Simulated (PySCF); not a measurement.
Mo(O)2(Me)(SH) (CH₄MoO₂S), SMILES [CH3][Mo](=[O])(=[O])[SH], multiplicity 1.

Coordinates come from a PBE0-D3(BJ)/def2-SVP optimisation. The multiplicity is an assumed one; no other spin state was optimised. The structure was generated by enumeration; whether it is a known compound was not checked. The def2 effective core potentials stand for the cores of Mo; spin–orbit coupling is left out. Other conformers were not sampled.

These are PySCF 2.14.0 with TDA-B3LYP/def2-SVPD values and carry that method's errors.

Vertical excitations. The molecule is in vacuum.

```tsv
state	energy (eV)	λ (nm)	f	main pairs
S1	4.09	303	0.009	HOMO−1→LUMO 82 %, HOMO→LUMO 15 %
S2	4.32	287	0.046	HOMO→LUMO 57 %, HOMO−1→LUMO 16 %, HOMO→LUMO+1 10 %
S3	4.42	280	0.012	HOMO−2→LUMO 54 %, HOMO→LUMO+1 29 %, HOMO→LUMO 10 %
S4	4.48	277	0.004	HOMO→LUMO+1 59 %, HOMO−2→LUMO 32 %
S5	4.81	258	0.004	HOMO−2→LUMO+1 97 %
S6	5.02	247	0.003	HOMO−1→LUMO+1 80 %
S7	5.12	242	0.026	HOMO−3→LUMO 80 %
S8	5.54	224	0.021	HOMO→LUMO+2 75 %
S9	5.73	216	0.010	HOMO−3→LUMO+1 81 %
S10	5.87	211	0.011	HOMO−4→LUMO 70 %, HOMO−5→LUMO 12 %
T1	3.35	370	0	HOMO→LUMO 99 %
T2	3.81	325	0	HOMO−1→LUMO 98 %
T3	4.04	307	0	HOMO−2→LUMO 90 %
T4	4.24	292	0	HOMO→LUMO+1 47 %, HOMO−1→LUMO+1 43 %
```
Triplets are in the Tamm–Dancoff approximation.
